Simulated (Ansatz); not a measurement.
`FB[SiH3]` + `O[SiH3]` → `FBO[SiH3]` + SiH₄ at 600 K and 1 bar (cleavage of the B–Si bond).

Calculated with Ansatz (gas phase, PBE0-D4/def2-TZVP geometries, no zero-point term in ΔE). CCSD(T)/CBS is the MP2 limit (def2-TZVPP, def2-QZVPP) plus CCSD(T) − MP2 in def2-TZVPP, frozen cores. This one scheme is used for every species. One conformer a species, not always the lowest.

| species | CCSD(T)/CBS energy (Eh) | H − E (kJ/mol) | S (J/(mol·K)) |
| --- | --- | --- | --- |
| `FB[SiH3]` | -416.08982 | 146.0 | 360.6 |
| `O[SiH3]` | -366.69042 | 135.7 | 307.9 |
| `FBO[SiH3]` | -491.38634 | 168.9 | 388.1 |
| SiH₄ | -291.46306 | 108.7 | 242.3 |

H − E and S are ideal-gas, rigid-rotor, harmonic terms from PBE0-D4/def2-TZVP, for one conformer and one mirror image of each species. 1 Eh = 2625.50 kJ/mol, R = 8.31446 J/(mol·K).

Q: By hand: ΔE, ΔH, ΔS and ΔG.

A: ΔE = (-491.38634) + (-291.46306) − (-416.08982) − (-366.69042) = -0.06916 Eh = -181.6 kJ/mol. Δ(H − E) = 168.9 + 108.7 − 146.0 − 135.7 = -4.1, so ΔH = -185.7 kJ/mol. ΔS = 388.1 + 242.3 − 360.6 − 307.9 = -38.1 J/(mol·K). ΔG = -185.7 − 600 × (-38.1)/1000 = -162.8 kJ/mol.

Q: By hand: the equilibrium constant, and the temperature at which ΔG would vanish if ΔH and ΔS stayed fixed.

A: log₁₀ K = −ΔG/(RT ln 10) = 14.2. ΔG = 0 at ΔH/ΔS = 4874 K, far beyond where these terms or the molecules hold.

ΔH outweighs TΔS. A doubt of 5 kJ/mol in ΔE shifts log₁₀ K by 0.4 here. Other conformers and mirror images would add mixing entropy, several J/(mol·K) or more a flexible species. Modes under 60 cm⁻¹, often nearly free rotors, make the harmonic entropy too high. These are equilibria of isolated gas molecules and say nothing of rates. Largest T1 diagnostic: 0.014 (customary marks: 0.02 for closed shells, 0.045 for open ones).
